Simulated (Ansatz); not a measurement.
The first iterations of a band of Cl3F3Mo + FH (9 atoms, charge 0, multiplicity 1).

The calculation used RHF/def2-SVP (Ansatz 0.2.0).

```json
{"movable images": "9", "climbing image": "yes", "spring": "5.0 eV/Å²", "optimiser": "quadratic models (default)", "start path": "through a guess of the saddle point", "force threshold": "0.03 eV/Å", "iteration limit": "39", "end points": "relaxed"}
```

Image 0:

```xyz
9
Properties=species:S:1:pos:R:3
Mo -0.397 -0.112 -0.067
Cl -0.841 -0.195 2.157
F 1.362 0.192 0.319
Cl -0.785 2.101 -0.172
F -2.113 -0.475 -0.446
F -0.053 -1.894 0.005
Cl 0.140 -0.210 -2.277
F 2.541 2.167 1.911
H 2.517 1.435 1.383
```

Image 10:

```xyz
9
Properties=species:S:1:pos:R:3
Mo 0.118 -0.149 -0.094
Cl 0.405 -0.367 2.859
F 1.871 0.245 0.189
Cl -0.310 3.467 -0.998
F -1.602 0.063 0.428
F 0.289 -2.009 -0.059
Cl -0.067 0.084 -2.392
F 0.001 2.253 0.055
H 1.664 -0.578 2.825
```

| iteration | highest image above the first end (eV) | largest band force component (eV/Å) |
| --- | --- | --- |
| 1 | 10.037 | 57.510 |
| 2 | 5.091 | 6.737 |
| 3 | 2.925 | 4.863 |
| 4 | 2.487 | 3.420 |
| 5 | 2.111 | 1.902 |
| 6 | 1.732 | 1.680 |
| 7 | 1.309 | 1.788 |
| 8 | 1.138 | 0.701 |
| 9 | 1.171 | 1.783 |
| 10 | 2.161 | 3.832 |

Task: Does the band converge within its limit, and where does its top end?

Result: The forces met the threshold. It ended after 30 iterations with the highest image 2.807 eV above the first end. Neighbouring images differ by up to 2.7 eV, so the band resolves the path poorly. A vibrational analysis at the climbing image gives one clearly imaginary mode, 1900i cm⁻¹: a first-order saddle point. The orbitals stay closed-shell, which can raise the energy where a bond breaks towards radicals; this wasn't checked here.

The run took 16 min on 4 threads of Intel(R) Xeon(R) Platinum 8259CL CPU @ 2.50GHz (Skylake/Cascade Lake), on a shared host, peak memory 0.6 GiB.
